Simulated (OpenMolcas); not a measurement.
[BF4]− (tetrafluoroborate): the energy, rung by rung

The species is [BF4]− (5 atoms), meant as a singlet with charge -1. SMILES: `F[B-](F)(F)F`. The coordinates come from a PBE0-D4/def2-TZVPD relaxation.

```xyz
5

F    -0.0571   -0.0402    1.4040
B     0.0000    0.0000    0.0001
F     0.9489   -0.9310   -0.4572
F    -1.2625   -0.3191   -0.5297
F     0.3707    1.2903   -0.4172
```

Quantity: the energy change with the F1–B2 bond stretched from 1.406 to 2.108 Å, in eV. The values are calculated.

```json
{"level": "HF/aug-cc-pVDZ (restricted)", "kind": "Hartree–Fock", "program": "OpenMolcas", "value (eV)": "2.40", "less CCSD(T)/aug-cc-pVDZ": "+0.44", "CPU time (all runs)": "35 s"}
{"level": "SVWN5/aug-cc-pVDZ (restricted)", "kind": "LDA", "program": "OpenMolcas", "value (eV)": "2.07", "less CCSD(T)/aug-cc-pVDZ": "+0.11", "CPU time (all runs)": "76 s"}
{"level": "BLYP/aug-cc-pVDZ (restricted)", "kind": "GGA", "program": "OpenMolcas", "value (eV)": "1.57", "less CCSD(T)/aug-cc-pVDZ": "-0.39", "CPU time (all runs)": "98 s"}
{"level": "r2SCAN/aug-cc-pVDZ (restricted)", "kind": "meta-GGA", "program": "OpenMolcas", "value (eV)": "1.94", "less CCSD(T)/aug-cc-pVDZ": "-0.02", "CPU time (all runs)": "2.1 min"}
{"level": "B3LYP/aug-cc-pVDZ (restricted)", "kind": "global hybrid", "program": "OpenMolcas", "value (eV)": "1.89", "less CCSD(T)/aug-cc-pVDZ": "-0.07", "CPU time (all runs)": "92 s"}
{"level": "M06-2X/aug-cc-pVDZ (restricted)", "kind": "hybrid meta-GGA", "program": "OpenMolcas", "value (eV)": "2.23", "less CCSD(T)/aug-cc-pVDZ": "+0.27", "CPU time (all runs)": "2.1 min"}
{"level": "B2PLYP/aug-cc-pVDZ (restricted)", "kind": "double hybrid", "program": "OpenMolcas", "value (eV)": "1.92", "less CCSD(T)/aug-cc-pVDZ": "-0.04", "CPU time (all runs)": "80 s"}
{"level": "MP2/aug-cc-pVDZ (restricted)", "kind": "perturbation theory", "program": "OpenMolcas", "value (eV)": "1.92", "less CCSD(T)/aug-cc-pVDZ": "-0.04", "CPU time (all runs)": "33 s"}
{"level": "CCSD(T)/aug-cc-pVDZ (Cholesky decomposition) (restricted)", "kind": "coupled cluster or CI", "program": "OpenMolcas", "value (eV)": "1.96", "less CCSD(T)/aug-cc-pVDZ": "0.00", "CPU time (all runs)": "36 min"}
```

Differences are taken from CCSD(T)/aug-cc-pVDZ (Cholesky decomposition) (restricted) for orientation; it has basis-set and higher-order errors of its own. The first shape isn't each level's own minimum. The values span 1.57 to 2.40 eV. Times are those of the runs behind each value, whatever else they computed, on shared processors of several kinds: orders of magnitude only.
